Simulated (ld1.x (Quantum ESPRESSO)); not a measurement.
## Ho (Z = 67), TM semilocal: configuration errors across variants

holmium (Ho), norm-conserving Troullier–Martins (semilocal form), made with ld1.x (Quantum ESPRESSO) 7.5 (PBE, scalar-relativistic). Core [Kr] 4d10, reference 4f10 5s2 5p6 5d1 6s2 6p0. Waves: 5p (bound): rc 1.95 bohr; 5d (bound): rc 3.45 bohr; 4f (bound): rc 0.95 bohr; 5s (bound): rc 1.50 bohr. Local part: the s channel. Core correction: none.

Occupied shells without a wave of their own: 6s. They enter only through the test configuration that unscreens the potential.

All-electron excitation energies from the reference (eV): (1) 4f11 5s2 5p6 5d0 6s2 6p0 -4.604; (2) 4f11 5s2 5p6 5d0 6s1 6p0 1.705; (3) 4f11 5s2 5p6 5d0 6s0 6p0 13.515; (4) 4f10 5s2 5p6 5d0 6s2 6p0 5.732; (5) 4f11 5s1 5p6 5d0 6s2 6p0 51.696; (6) 4f10 5s2 5p6 5d1 6s1 6p0 6.941.

In the semilocal form every listed channel keeps its own potential, so the choice of the local channel does not act on these tests. It acts once the file is put into the separable form.

A semilocal file is local in each channel, so a ghost entry of none says nothing of the separable form that plane-wave codes build from it.

For the base: The 6s level has no wave, so the channel is fitted at the deeper level alone: the likely source of the large errors.

On the changes marked as counting shells twice: ld1.x takes every shell without a wave as core, so the model core holds the marked electrons as well and exchange and correlation see them twice. This cancels in the reference configuration, but the file is broken for other ones, and its errors say nothing about a proper core correction.

Tests that are not counted but printed errors over 1 eV. “base”: 4f12 5s2 5p6 5d0 6s0 6p0 (pseudo-atom not self-consistent, printed error -2495 eV). “local potential the f channel”: 4f12 5s2 5p6 5d0 6s0 6p0 (pseudo-atom not self-consistent, printed error -3348 eV). “core correction a·sin(br)/r model core inside 0.58 bohr (6s counted twice)”: 4f12 5s2 5p6 5d0 6s0 6p0 (solver errors, printed error -3248 eV).

3 further variants failed, have other tests or too few solved ones, and are left out.

Errors AE − PS in meV (a dash: test not solved or not reliable):

| change | (1) | (2) | (3) | (4) | (5) | (6) | bound ghosts |
| --- | --- | --- | --- | --- | --- | --- | --- |
| base | -153 | -280 | -487 | +14 | -275 | -155 | not determined |
| local potential the f channel | -153 | -280 | -487 | +14 | -275 | -155 | not determined |
| wave 5d (bound): rc 3.45 bohr becomes 5d (bound): rc 2.08 bohr | -91 | -218 | -428 | -4.3 | -276 | -154 | not determined |
| core correction a·sin(br)/r model core inside 0.58 bohr (6s counted twice) | -184 | -492 | -1184 | -36 | -364 | -281 | not determined |

Task: Give the same row for: wave 5s (bound): rc 1.50 bohr becomes 5s (bound): rc 1.82 bohr.

Result: -70, -630, -1560, +2.7, -139, -727; bound ghosts: not determined.
